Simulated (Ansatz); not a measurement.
`FC/C=N\[SiH3]` + `[NH2][GeH2][OH]` → `[OH][GeH2][NH][SiH3]` + `N=CCF`  (ligand exchange at the Si–N bond)

Isolated molecules relaxed with PBE0-D4/def2-TZVP in Ansatz; ΔE leaves out vibrations. CBS: MP2 limit from def2 TZ/QZ plus the TZ coupled-cluster correction, frozen cores. For Ge outer-core shells are correlated without core-valence functions, which leaves a few kJ/mol of doubt a bond. Scalar relativity is left out up to krypton. Each species was taken in one conformer, which may not be the lowest.

`FC/C=N\[SiH3]`:

Cartesian coordinates in Å:
```
F 0.927 1.220 0.558
C 0.785 0.127 1.374
C -0.086 -0.927 0.758
N -0.659 -0.909 -0.354
Si -0.695 0.293 -1.620
H 1.777 -0.293 1.579
H 0.350 0.451 2.327
H -0.199 -1.804 1.417
H -1.548 -0.264 -2.699
H -1.309 1.564 -1.156
H 0.658 0.542 -2.184
```

`[NH2][GeH2][OH]`:

```xyz
8

N     1.115   -0.812   -0.237
Ge   -0.497    0.006   -0.039
O    -0.137    1.747   -0.137
H     1.727   -0.818    0.564
H     1.094   -1.724   -0.667
H    -1.202   -0.221    1.321
H    -1.376   -0.447   -1.218
H    -0.725    2.269    0.412
```

`[OH][GeH2][NH][SiH3]`:

```xyz
11

O    -0.011    2.078   -1.549
Ge   -0.399    0.352   -1.346
N     0.639   -0.400   -0.040
Si    0.173   -0.906    1.537
H    -0.139    2.582   -0.742
H    -0.061   -0.235   -2.720
H    -1.857    0.164   -0.899
H     1.618   -0.472   -0.279
H     0.467   -2.346    1.778
H     0.862   -0.134    2.610
H    -1.292   -0.681    1.648
```

`N=CCF`:

```xyz
8

N    -0.306    0.573    1.526
C    -0.614   -0.045    0.474
C     0.247   -0.234   -0.736
F     1.472    0.366   -0.572
H     0.644    0.944    1.450
H    -1.606   -0.503    0.399
H    -0.240    0.201   -1.617
H     0.403   -1.303   -0.924
```

```json
{"level": "HF/def2-QZVPP", "ΔE (kJ/mol)": "-39.1"}
{"level": "CCSD/CBS(def2)", "ΔE (kJ/mol)": "-39.8"}
```

What does CCSD(T)/CBS give? (Estimate.)

The calculation gave: -39.6 kJ/mol. The listed levels differ from it by 0.5, -0.2 kJ/mol.

Largest T1 diagnostic among the species: 0.013.
